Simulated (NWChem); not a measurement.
# AgF; SMILES [F][Ag]

All runs: NWChem. def2 effective core potentials on Ag; no spin-orbit coupling. Each level has its own optimisation; frequencies are unscaled.

```json
[
 {"level": "BLYP/def2-SVP (core potentials)", "r Ag–F (Å)": "1.989", "highest harmonic frequency (cm⁻¹)": "?", "zero-point energy (kcal/mol)": "0.7"},
 {"level": "Hartree-Fock/3-21G (all-electron, non-relativistic)", "r Ag–F (Å)": "2.017", "highest harmonic frequency (cm⁻¹)": "542", "zero-point energy (kcal/mol)": "0.8"},
 {"level": "CAM-B3LYP/def2-SVP (core potentials)", "r Ag–F (Å)": "1.964", "highest harmonic frequency (cm⁻¹)": "554", "zero-point energy (kcal/mol)": "0.8"},
 {"level": "LDA (Slater exchange, VWN5)/def2-SVP (core potentials)", "r Ag–F (Å)": "1.931", "highest harmonic frequency (cm⁻¹)": "562", "zero-point energy (kcal/mol)": "0.8"},
 {"level": "PBE0-D3(BJ)/def2-TZVP (core potentials)", "r Ag–F (Å)": "1.986", "highest harmonic frequency (cm⁻¹)": "501", "zero-point energy (kcal/mol)": "0.7"}
]
```

Problem. Some entries are withheld; supply them.

Solution. 
- BLYP/def2-SVP (core potentials), highest harmonic frequency (cm⁻¹): 509
